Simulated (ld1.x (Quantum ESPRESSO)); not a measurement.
## Li, TM semilocal: configuration errors across variants

Li, norm-conserving Troullier–Martins (semilocal form), made with ld1.x (Quantum ESPRESSO) 7.5 (BP86, scalar-relativistic). Core none, reference 1s2 2s1 2p0. Waves: 1s (bound): rc 0.40 bohr; 2p (bound, empty): rc 4.20 bohr. Local part: the p channel. Core correction: none.

Occupied shells without a wave of their own: 2s. They enter only through the test configuration that unscreens the potential.

All-electron excitation energies from the reference (eV): (1) 1s2 2s0 2p0 5.308; (2) 1s2 2s0.5 2p0 2.088; (3) 1s2 2s0 2p1 1.786; (4) 1s1 2s1 2p0 68.591.

In the semilocal form every listed channel keeps its own potential, so the choice of the local channel does not act on these tests. It acts once the file is put into the separable form.

A semilocal file is local in each channel, so a ghost entry of none says nothing of the separable form that plane-wave codes build from it.

4 further variants failed, have other tests or another functional or relativity, and are left out.

The file “form changed from semilocal to separable (Kleinman–Bylander), still TM; local potential all-electron potential smoothed inside 4.15 bohr (lloc = -2)” misses its own reference levels by 0.8 eV.

Errors AE − PS in meV (a dash: test not solved or not reliable):

| change | (1) | (2) | (3) | (4) | bound ghosts |
| --- | --- | --- | --- | --- | --- |
| base | +1.3 | +0.5 | -8.5 | +8.4 | none |
| all radii scaled by about 1.39 (s 0.56, p 5.82 bohr) | +6.7 | +2.6 | -12 | +50 | none |
| form changed from semilocal to separable (Kleinman–Bylander), still TM; local potential all-electron potential smoothed inside 4.15 bohr (lloc = -2) | +1269 | +525 | +846 | -748 | none |
| wave 1s (bound): rc 0.40 bohr becomes 1s (bound): rc 0.54 bohr | +5.3 | +2.1 | -5.8 | +40 | none |
| wave 2p (bound): rc 4.20 bohr becomes 2p (bound): rc 6.28 bohr | +1.3 | +0.5 | -17 | +8.4 | none |

(1) Give the same row for: wave 2p (bound): rc 4.20 bohr becomes 2p (bound): rc 6.22 bohr.

## Answers

(1) +1.3, +0.5, -17, +8.4; bound ghosts: none.
